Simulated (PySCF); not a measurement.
PySCF 2.14 output of an unrestricted HSE06 calculation on a single atom or ion in def2-QZVPPD (12s7p5d4f1g, 95 functions), with no relativity, point nucleus:

```
SCF conv_tol = 1e-09
number electrons alpha = 17  beta = 15
    J. Heyd, G. E. Scuseria, and M. Ernzerhof.,  J. Chem. Phys. 118, 8207 (2003)
    J. Heyd, G. E. Scuseria, and M. Ernzerhof.,  J. Chem. Phys. 124, 219906 (2006)
    A. V. Krukau, O. A. Vydrov, A. F. Izmaylov, and G. E. Scuseria.,  J. Chem. Phys. 125, 224106 (2006)
cycle= 1 E= -1924.59969339247  delta_E= -0.0111  |g|= 0.187  |ddm|= 0.193
cycle= 2 E= -1924.59540696855  delta_E= 0.00429  |g|= 0.263  |ddm|= 0.131
cycle= 3 E= -1924.60364163411  delta_E= -0.00823  |g|= 0.00858  |ddm|= 0.0797
cycle= 4 E= -1924.60367153397  delta_E= -2.99e-05  |g|= 0.000627  |ddm|= 0.0134
cycle= 5 E= -1924.60367191641  delta_E= -3.82e-07  |g|= 5.6e-05  |ddm|= 0.00211
cycle= 6 E= -1924.60367191885  delta_E= -2.44e-09  |g|= 9.64e-06  |ddm|= 0.000192
cycle= 7 E= -1924.60367191887  delta_E= -1.55e-11  |g|= 5.1e-07  |ddm|= 9.87e-06
converged SCF energy = -1924.60367191887  <S^2> = 2.0032606  2S+1 = 3.0021729
```

The run itself started from symmetry-adapted Hartree-Fock orbitals and held the occupation by maximum overlap, on a logarithmic radial grid, so the iterations belong to that start.

Question: Which element, charge and spin multiplicity is this?

Answer: Ga- (gallium, charge -1), multiplicity 3; the state was [Ar] 3d10 4s2 4p2, high-spin 3P determinant.

At HSE06 the highest occupied level has a positive energy, so only the finite basis holds that electron; in a semilocal or global hybrid functional this comes from self-interaction and does not mean that the real anion is unbound.
